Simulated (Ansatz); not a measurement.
A run for Ansatz (a first-principles code): U-BLYP/def2-TZVPP on Cl (SMILES [Cl]).

Ansatz 0.2 input:
```yaml
crystal:
  periodic: [false, false, false]
  atoms:
    - {symbol: Cl, position_ang: [0.00000000, 0.00000000, 0.00000000]}
basis:
  gaussian:
    orbitals: def2-TZVPP
hamiltonian:
  xc: {name: BLYP}
magnetization: {spin_polarized: true, initial_magnetization: 1}
```

**Question.** Predict the final total energy.

**Answer.** -460.1503 hartree.
